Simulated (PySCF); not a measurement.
## SiAs⁺: frontier orbitals

PW91 at R = 2.334 Å; basis Si cc-pV(D+d)Z, As cc-pVDZ-PP with ECP10; scalar-relativistic core potentials; PySCF 2.14. State: ³Σ⁻ (triplet), unpaired electrons π ↑↑. Only the outer orbitals are listed, counted within each symmetry, core potentials removing the inner ones.

| spin | orbital | occ. | ε (eV) | on Si (%) | main shells (%) |
| --- | --- | --- | --- | --- | --- |
| α | 7σ | 1 | -22.41 | 18 | 80 As s, 13 Si s |
| α | 8σ | 1 | -17.33 | 73 | 73 Si s, 17 As s, 10 As p |
| α | 4π | 1 | -12.78 | 28 | 71 As p, 26 Si p |
| α | 4π | 1 | -12.78 | 28 | 71 As p, 26 Si p |
| α | 9σ | 1 | -12.40 | 51 | 47 As p, 37 Si p, 13 Si s |
| α | 5π | 0 | -9.80 | 73 | 73 Si p, 27 As p |
| α | 5π | 0 | -9.80 | 73 | 73 Si p, 27 As p |
| α | 10σ | 0 | -6.25 | 66 | 62 Si p, 35 As p |
| β | 7σ | 1 | -21.24 | 22 | 76 As s, 16 Si s |
| β | 8σ | 1 | -16.65 | 71 | 71 Si s, 19 As s, 9 As p |
| β | 9σ | 1 | -12.03 | 52 | 45 As p, 41 Si p, 10 Si s |
| β | 4π | 0 | -11.40 | 41 | 59 As p, 39 Si p |
| β | 4π | 0 | -11.40 | 41 | 59 As p, 39 Si p |
| β | 5π | 0 | -8.86 | 60 | 60 Si p, 39 As p |

Q: Which are the highest filled and the lowest empty level, where do they sit, and how wide is the gap?

A: Highest filled β 9σ at -12.03 eV (in %: 45 As p, 41 Si p, 10 Si s); lowest empty β 4π at -11.40 eV (in %: 59 As p, 39 Si p); the gap at PW91 is 0.63 eV.

```
bond order (Mayer)                                                                                                 : 1.73
⟨S²⟩                                                                                                               : 2.004
charge on Si (Mulliken, basis-dependent)                                                                           : 0.58
charge on Si (Löwdin, basis-dependent)                                                                             : 0.56
dipole moment (positive dipole points towards As; it is taken about the centre of mass and depends on that origin) : -3.09 D
```

Spin–orbit coupling is left out. The state was picked by a PBE0 search and need not be the measured ground state.
